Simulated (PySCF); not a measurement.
# Excitation energy of C²⁺ by level of theory

C²⁺ [He] 2s2 (1S) → C²⁺ [He] 2p2 (3P), as a difference of total energies. Calculation: PySCF 2.14, in def2-QZVPPD (8s4p4d2f1g, 63 functions); no relativity, point nucleus. Correlated levels: valence and next inner shell: nothing frozen. The calculations carry no spin-orbit coupling.

```csv
method,excitation energy (eV)
UHF,15.373
MP2 (valence and next inner shell),16.304
SCS-MP2 (valence and next inner shell),16.712
CCSD (valence and next inner shell),17.001
CCSD(T) (valence and next inner shell),17.013
```

Question: How much does correlation contribute at CCSD(T) (valence and next inner shell)?

Answer: 17.013 − (15.373) = 1.640 eV, measured against UHF.

A first-order spin-orbit estimate (lowest level to lowest level, LS coupling) adds -0.007 eV.
